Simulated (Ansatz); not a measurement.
Consider the formal exchange of groups at the Si–F bond: `NCO[SiH2]F` + CH₄ → `C[SiH2]OCN` + H–F.

Isolated molecules relaxed with PBE0-D4/def2-TZVP in Ansatz; ΔE leaves out vibrations. CCSD(T)/CBS adds triple-zeta CCSD(T) − MP2 to the extrapolated MP2 energy (def2 sets, frozen cores). This one scheme is used for every species. DFT in def2-TZVPP. One conformer a species, not always the lowest.

`NCO[SiH2]F`:

Cartesian coordinates in Å:
```
N -0.749 -1.317 -1.044
C -0.366 0.047 -1.076
O 0.775 0.376 -0.267
Si 0.705 0.808 1.296
F 0.239 -0.426 2.204
H 0.001 -1.923 -1.350
H -1.046 -1.611 -0.123
H -1.216 0.665 -0.765
H -0.092 0.322 -2.095
H -0.316 1.863 1.508
H 2.066 1.196 1.712
```

CH₄:

```xyz
5

C     0.000    0.000    0.000
H     0.110   -0.109    1.079
H     0.279   -0.933   -0.490
H     0.647    0.803   -0.352
H    -1.036    0.239   -0.237
```

`C[SiH2]OCN`:

```xyz
14

C     1.994    0.576   -0.976
Si    1.010    0.739    0.598
O    -0.087   -0.473    0.789
C    -1.251   -0.596    0.010
N    -2.231   -1.335    0.748
H     2.736    1.377   -1.044
H     2.523   -0.380   -1.011
H     1.351    0.643   -1.857
H     0.296    2.051    0.588
H     1.899    0.661    1.783
H    -1.586    0.415   -0.286
H    -1.030   -1.156   -0.907
H    -2.710   -0.758    1.426
H    -2.911   -1.763    0.138
```

H–F:

Z-matrix (Å, degrees):
```
F
H 1 0.920
```

```json
{"level": "B97M-V", "ΔE (kJ/mol)": "183.5", "difference from CCSD(T)/CBS": "9.9"}
{"level": "PBE0-D4", "ΔE (kJ/mol)": "167.8", "difference from CCSD(T)/CBS": "-5.8"}
{"level": "B2PLYP", "ΔE (kJ/mol)": "184.9", "difference from CCSD(T)/CBS": "11.3"}
{"level": "revPBE", "ΔE (kJ/mol)": "170.8", "difference from CCSD(T)/CBS": "-2.8"}
{"level": "CAM-B3LYP", "ΔE (kJ/mol)": "188.5", "difference from CCSD(T)/CBS": "14.9"}
{"level": "CCSD(T)/def2-SVP", "ΔE (kJ/mol)": "181.1", "difference from CCSD(T)/CBS": "7.5"}
{"level": "MP2/def2-TZVPP", "ΔE (kJ/mol)": "176.3", "difference from CCSD(T)/CBS": "2.7"}
{"level": "SCS-MP2/def2-TZVPP", "ΔE (kJ/mol)": "181.3", "difference from CCSD(T)/CBS": "7.7"}
{"level": "CCSD(T)/def2-TZVPP", "ΔE (kJ/mol)": "175.7", "difference from CCSD(T)/CBS": "2.1"}
{"level": "MP2/CBS(def2)", "ΔE (kJ/mol)": "174.2", "difference from CCSD(T)/CBS": "0.6"}
{"level": "CCSD(T)/CBS", "ΔE (kJ/mol)": "173.6", "difference from CCSD(T)/CBS": "0"}
```

Largest T1 diagnostic among the species: 0.012.

The D4 term adds −5.0 kJ/mol with B3LYP and −2.9 kJ/mol with PBE0; it sums over pairs of atoms, weighted by their polarisabilities, and B3LYP, whose exchange is more repulsive, gets the larger term. In def2-TZVPP, CCSD(T) changes the Hartree–Fock value by −20.9 kJ/mol (the triples alone add −2.0 kJ/mol) and MP2 by −20.3 kJ/mol. At CCSD(T), def2-SVP lies +7.5 kJ/mol from the extrapolated value and def2-TZVPP +2.1 kJ/mol.

CCSD(T)/CBS has its own doubt, a few kJ/mol and more with outer-core shells, so smaller differences from it don't rank the levels.

B3LYP here is the variant with VWN-RPA as its local correlation; programs differ in this.
